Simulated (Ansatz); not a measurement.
`N=C(O)[SiH3]` + silanol → `N=C([SiH3])O[SiH3]` + H₂O  (substitution at a C–O bond)

Program: Ansatz. Geometries: PBE0-D4/def2-TZVP. ΔE: electronic, gas phase. CCSD(T)/CBS is the MP2 limit (def2-TZVPP, def2-QZVPP) plus CCSD(T) − MP2 in def2-TZVPP, frozen cores. This one scheme is used for every species. Functionals use def2-TZVPP. Each species was taken in one conformer, which may not be the lowest.

```tsv
species	PBE0-D4 energy (Eh)
`N=C(O)[SiH3]`	-460.33717
`O[SiH3]`	-366.99139
`N=C([SiH3])O[SiH3]`	-750.94652
H₂O	-76.38097
```

Question: Work out ΔE.

Answer: ΔE = (-750.94652) + (-76.38097) − (-460.33717) − (-366.99139) = 0.00107 Eh = +2.8 kJ/mol. CCSD(T)/CBS gives -1.3 kJ/mol.

Largest T1 diagnostic among the species: 0.014.

In def2-TZVPP, CCSD(T) changes the Hartree–Fock value by −11.3 kJ/mol (the triples alone add −1.9 kJ/mol) and MP2 by −12.2 kJ/mol. The D4 term adds −9.0 kJ/mol with B3LYP and −5.1 kJ/mol with PBE0; it sums over pairs of atoms, weighted by their polarisabilities, and B3LYP, whose exchange is more repulsive, gets the larger term.

B3LYP here is the variant with VWN-RPA as its local correlation; programs differ in this.
